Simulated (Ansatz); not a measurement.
One change: `C=[C](C)[GeH2][F]` becomes `C=C(C)CO`.

Ansatz, PBE0-D4/def2-TZVP geometries, multiplicity 1. Each molecule was computed in one conformer, which needn't be the lowest.

Scalar relativity is left out up to krypton.

```json
{"property": "HOMO energy (ωB97M-V/def2-TZVPP) / eV", "`C=[C](C)[GeH2][F]`": "-10.01"}
{"property": "HOMO energy (PBE0/def2-TZVPP) / eV", "`C=[C](C)[GeH2][F]`": "-7.78"}
{"property": "size of the dipole moment (B3LYP/def2-TZVPP) / D", "`C=[C](C)[GeH2][F]`": "2.58"}
{"property": "size of the dipole moment (PBE/def2-TZVPP) / D", "`C=[C](C)[GeH2][F]`": "2.49"}
{"property": "HOMO–LUMO gap (PBE0/def2-TZVPP) / eV", "`C=[C](C)[GeH2][F]`": "7.50"}
{"property": "HOMO energy (PBE/def2-TZVPP) / eV", "`C=[C](C)[GeH2][F]`": "-6.66"}
```

What does the change do to each property? (Estimate.)

Computed: 
```tsv
property	`C=C(C)CO`	shift
HOMO energy (ωB97M-V/def2-TZVPP) / eV	-9.67	0.34
HOMO energy (PBE0/def2-TZVPP) / eV	-7.42	0.36
size of the dipole moment (B3LYP/def2-TZVPP) / D	1.21	-1.37
size of the dipole moment (PBE/def2-TZVPP) / D	1.10	-1.39
HOMO–LUMO gap (PBE0/def2-TZVPP) / eV	7.57	0.07
HOMO energy (PBE/def2-TZVPP) / eV	-6.21	0.45
```

With PBE0 the HOMO rises by 0.36 eV and the LUMO rises by 0.43 eV, so the gap widens by about 0.07 eV. PBE moves the HOMO by 0.45 eV and ωB97M-V by 0.34 eV. Dipoles are sizes alone; their direction can turn.

B3LYP here is the variant with VWN-RPA as its local correlation; programs differ in this.
